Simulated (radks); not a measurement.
All-electron atom: P+ in [Ne] 3s2 3p2. All-electron calculation, Dirac Kohn-Sham, BP86, spin-unpolarised, spherical densities, finite nucleus; open shells fill j = l - 1/2 first; Fermi nuclear charge, rms radius 3.1889 fm. Program: a radial shooting solver on a logarithmic mesh with Libxc functionals.

X-ray form factor f0, the Fourier transform of the density (f0(0) = 14):

sin(theta)/lambda (1/angstrom)  f0 (electrons)
0.05                                    13.633
0.1                                     12.685
0.15                                    11.492
0.2                                     10.349
0.25                                     9.398
0.3                                      8.648
0.4                                      7.546
0.5                                      6.653
0.6                                      5.807
0.8                                      4.275
1                                        3.124
1.25                                     2.233
1.5                                      1.754
2                                        1.336
